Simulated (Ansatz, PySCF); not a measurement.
Reaction (SMILES): [O]B(F)F -> [O-]B(F)F (an electron is taken up)
Each molecule is optimised on its own at B3LYP-D3(BJ)/def2-TZVP (Ansatz, a program for electronic structure).

Quantity: adiabatic electron affinity (electronic energy difference), positive where the reaction releases energy, in eV. Correlated levels leave the core frozen unless marked. Open shells are spin-unrestricted. No spin-orbit coupling. No relativistic terms. Anions need diffuse functions: aug- sets have them; def2-D sets add few; the other sets have none. Basis-set limits of correlation are two-point, X^-3; Hartree-Fock from the larger set. [CCSD(T)-MP2]/basis is that difference in the basis named.

RI-MP2/CBS(aug-cc-pVTZ,aug-cc-pVQZ)+[CCSD(T)-MP2]/aug-cc-pVTZ (Ansatz) gives 3.80 eV.

**Question.** Another calculation gave 3.71 eV. Which level was it?
A) BHLYP/def2-TZVPD (Ansatz)
B) TPSS/def2-TZVPD (PySCF)
C) M06-2X/def2-TZVPD (PySCF)
D) BP86/def2-TZVPD (PySCF)

**Answer.** C, M06-2X/def2-TZVPD (PySCF). The others give 3.54 (TPSS), 3.29 (BHLYP), 3.82 (BP86) eV.
